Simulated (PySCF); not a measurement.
Choosing a molecule for a target property.

All species are isolated and taken at one optimised geometry, non-relativistic unless stated; the electronic structure was computed with PySCF and density fitting.

Dipoles, sizes and rotational constants follow the conformer. The torsions of the flexible species, by atom-mapped SMILES:
- `[CH3:1][N:2]([CH3:3])[CH2:4][CH2:5][CH:6]=[O:7]`: C1–N2–C4–C5 162°, N2–C4–C5–C6 81°, C4–C5–C6–O7 -145°
- `[NH2:1][PH2+:2][c:3]1[cH:4][cH:5][o:6][cH:7]1`: N1–P2–C3–C4 156°, H–N1–P2–C3 169°, H–N1–P2–C3 -50°
- `[S:1]=[PH2:2][c:3]1[cH:4][cH:5][s:6][cH:7]1`: S1–P2–C3–C4 54°
- `[F:1][C:2]([F:3])([Cl:4])[CH2:5]/[CH:6]=[CH:7]\[Cl:8]`: F1–C2–C5–C6 -63°, C2–C5–C6–C7 -117°
- `[CH3:1][C:2](=[O:3])[NH:4][CH:5]([CH3:6])[CH3:7]`: C1–C2–N4–C5 180°, C2–N4–C5–C6 115°

The conformers of `C[C@H]1C=CC[SiH2]1` aren't listed.

Question: Wanted: electronic spatial extent ⟨r²⟩ about the centre of nuclear charge above 1520 bohr² (PBE0/def2-SVPD) and static isotropic polarisability above 76 au (PBE0/def2-SVPD), at GFN2-xTB geometries. Which candidate meets both?
A. `N(C)(CCC=O)C`
B. `S=[PH2]C1=CSC=C1`
C. `C[C@@H]1CS[C@@H]1F`
D. `N[PH2+]c1ccoc1`
E. `FC(F)(Cl)C/C=C\Cl`

Answer: B. Computed values:
```csv
species,electronic spatial extent ⟨r²⟩ about the centre of nuclear charge,static isotropic polarisability
C[C@@H]1CS[C@@H]1F,670 bohr²,66.8 au
N[PH2+]c1ccoc1,952 bohr²,71.8 au
N(C)(CCC=O)C,974 bohr²,74.6 au
FC(F)(Cl)C/C=C\Cl,1505 bohr²,77.3 au
S=[PH2]C1=CSC=C1,1542 bohr²,110.0 au
```

Question: Wanted: HOMO–LUMO gap above 7.6 eV (PBE0/def2-SVPD) and HOMO energy below -7 eV (PBE0/def2-SVPD), at GFN2-xTB geometries. Which candidate meets both?
A. `C[C@@H]1CS[C@@H]1F`
B. `FC(F)(Cl)C/C=C\Cl`
C. `N[PH2+]C1=COC=C1`
D. `S=[PH2]c1ccsc1`
E. `C[C@@H]1[SiH2]CC=C1`
F. `CN(C)CCC=O`
G. `CC(=O)NC(C)C`

Answer: G. Computed values:
```
            species  HOMO–LUMO gap  HOMO energy
     S=[PH2]c1ccsc1        5.55 eV     -6.75 eV
         CN(C)CCC=O        5.70 eV     -6.50 eV
   N[PH2+]C1=COC=C1        5.92 eV    -11.42 eV
 C[C@@H]1CS[C@@H]1F        6.75 eV     -6.90 eV
  FC(F)(Cl)C/C=C\Cl        7.16 eV     -7.80 eV
C[C@@H]1[SiH2]CC=C1        7.52 eV     -7.06 eV
       CC(=O)NC(C)C        7.66 eV     -7.26 eV
```

Question: Wanted: smallest rotational constant above 1.2 GHz (GFN2-xTB) and lowest singlet excitation above 5.4 eV (TDDFT PBE0/def2-SVPD), at GFN2-xTB geometries. Which candidate meets both?
A. `S=[PH2]C1=CSC=C1`
B. `C(=O)CCN(C)C`
C. `CC(=O)NC(C)C`
D. `N[PH2+]C1=COC=C1`

Answer: C. Computed values:
```csv
species,smallest rotational constant,lowest singlet excitation
S=[PH2]C1=CSC=C1,0.699 GHz,4.59 eV
N[PH2+]C1=COC=C1,1.170 GHz,5.05 eV
C(=O)CCN(C)C,1.247 GHz,4.26 eV
CC(=O)NC(C)C,1.458 GHz,5.84 eV
```
